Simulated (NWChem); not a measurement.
System: C2H4O3Si; SMILES O[Si]1(O)C=CO1

```xyz
10

O      1.2483     1.3842     0.1780
Si    -0.0310     0.3487     0.1002
O     -1.3550     1.2873    -0.1148
C     -0.1984    -1.1883     1.0752
C      0.0075    -1.7911    -0.1166
O      0.2052    -0.8778    -1.1187
H      2.1278     0.9951     0.1929
H     -1.2033     2.1565    -0.4991
H     -0.3970    -1.6348     2.0454
H      0.0382    -2.8494    -0.4047
```
Atoms are numbered in this order, from 1.

Results from NWChem. Pople sets run with spherical d functions. Coordinates come from a PBE0/def2-SVP optimisation.

| atom | ESP charge (e) | Mulliken charge (e) |
|---|---|---|
| O1 | -0.842 | -0.88 |
| Si2 | 1.466 | 1.46 |
| O3 | -0.816 | -0.87 |
| C4 | -0.834 | -0.57 |
| C5 | 0.369 | 0.22 |
| O6 | -0.623 | -0.76 |
| H7 | 0.444 | 0.49 |
| H8 | 0.472 | 0.49 |
| H9 | 0.259 | 0.21 |
| H10 | 0.105 | 0.22 |

Problem. Find the dipole moment that each set of point charges gives, and compare with the Hartree-Fock/6-31G* density's own.

Solution. 
1. μ = Σ q r × 4.8032 D/(e Å). ESP charges give (1.57, -0.44, 0.89) D, of length 1.86 D.
2. Mulliken charges give (1.78, -1.45, 2.36) D, of length 3.3 D.
3. The density's dipole is 1.82 D: the ESP set is off by 0.04 D in length and the Mulliken set by 1.5 D. ESP charges are fitted to the potential outside the molecule; Mulliken charges are a partition of the basis functions.
